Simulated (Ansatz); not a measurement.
Consider the cleavage of the Ga–B bond: `C[B]([GaH2])[TeH]` + `F[SiH2]N[SiH3]` → `F[SiH2][N]([SiH3])[GaH2]` + `CB[TeH]`.

Isolated molecules relaxed with PBE0-D4/def2-TZVP in Ansatz; ΔE leaves out vibrations. CBS: MP2 limit from def2 TZ/QZ plus the TZ coupled-cluster correction, frozen cores. This one scheme is used for every species. DFT in def2-TZVPP. def2 core potentials past Kr. For Ga, Te outer-core shells are correlated without core-valence functions, which leaves a few kJ/mol of doubt a bond. Scalar relativity is left out up to krypton. Each species was taken in one conformer, which may not be the lowest.

`C[B]([GaH2])[TeH]`:

Cartesian coordinates in Å:
```
C -1.156 -0.307 -0.624
B 0.232 -0.199 0.099
Ga 1.052 1.630 0.681
Te 1.374 -1.936 0.539
H -1.140 0.282 -1.549
H -1.935 0.152 -0.004
H -1.474 -1.322 -0.873
H 0.746 2.272 2.089
H 1.999 2.467 -0.262
H 0.302 -3.039 -0.097
```

`F[SiH2]N[SiH3]`:

Cartesian coordinates in Å:
```
F -1.957 1.125 1.200
Si -1.467 0.438 -0.161
N -0.150 -0.620 0.076
Si 1.541 -0.239 0.072
H -2.626 -0.331 -0.669
H -1.043 1.535 -1.056
H -0.390 -1.563 0.350
H 2.152 -0.402 1.418
H 1.659 1.176 -0.359
H 2.281 -1.119 -0.871
```

`F[SiH2][N]([SiH3])[GaH2]`:

Z-matrix (Å, degrees):
```
Si
N 1 1.709
F 1 1.602 2 111.2
H 1 1.481 2 111.1 3 -117.9
H 1 1.481 2 109.6 3 117.5
Ga 2 1.862 1 120.2 3 -96.3
Si 2 1.740 1 121.5 3 80.3
H 6 1.560 2 114.7 1 179.3
H 6 1.556 2 116.9 1 -1.2
H 7 1.487 2 109.0 1 2.1
H 7 1.487 2 111.2 1 -118.0
H 7 1.487 2 110.8 1 122.2
```

`CB[TeH]`:

```xyz
8

C     0.385    0.658    0.580
B     0.146   -0.014   -0.801
Te   -1.074   -1.712   -1.150
H     1.461    0.664    0.795
H     0.100    1.715    0.522
H    -0.134    0.203    1.424
H     0.658    0.402   -1.800
H    -1.542   -1.916    0.430
```

Problem. Is it downhill or uphill in electronic energy at CCSD(T)/CBS, and by how much? (Best estimate.)

Solution. Ansatz gave: Downhill: ΔE = -73.5 kJ/mol.

Problem. What do these levels give: PBE-D4, MP2/def2-TZVPP, SCS-MP2/def2-TZVPP, CCSD(T)/def2-TZVPP, HF/def2-QZVPP, HF/CBS(def2)? (An estimate is asked.)

Solution. Ansatz gave: PBE-D4 -62.2, MP2/def2-TZVPP -82.2, SCS-MP2/def2-TZVPP -82.9, CCSD(T)/def2-TZVPP -77.8, HF/def2-QZVPP -82.6, HF/CBS(def2) -82.7 kJ/mol.

Largest T1 diagnostic among the species: 0.014.

The D4 term adds −4.6 kJ/mol with B3LYP and −2.5 kJ/mol with PBE0; it sums over pairs of atoms, weighted by their polarisabilities, and B3LYP, whose exchange is more repulsive, gets the larger term. From PBE to PBE0 (25 % exact exchange), in def2-TZVPP and without D4, ΔE moves by −4.1 kJ/mol.

B3LYP here is the variant with VWN-RPA as its local correlation; programs differ in this.
